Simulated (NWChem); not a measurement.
**Total energies of ClLi**

```
Li
Cl 1 2.0007
```
Charge 0, spin multiplicity 1.

All runs are NWChem calculations. The geometry was optimised at B3LYP/def2-SVP, a minimum by its harmonic frequencies.

Basis set: cc-pVTZ (64 functions).

| method | total energy (Ha) | relative cost |
|---|---|---|
| RHF | -467.05102 | 1 |
| MP2 | -467.26506 | under 3 |
| B2PLYP | -467.67810 | under 3 |
| PBE | -467.60129 | under 3 |
| B3LYP | -467.84088 | under 3 |
| TPSS | -467.84091 | under 3 |
| CCSD(T) | -467.29157 | 20 |

Total energies of different functionals aren't comparable as a measure of quality: only differences taken within one method are. The cost column gives rough processor time relative to RHF; each entry includes its own SCF.

The correlated methods keep 5 core orbitals frozen. B3LYP has NWChem's definition, with VWN1-RPA local correlation. The structure started from a generated list of species. No row is a measurement; the coupled-cluster row has its own basis-set and correlation limits.
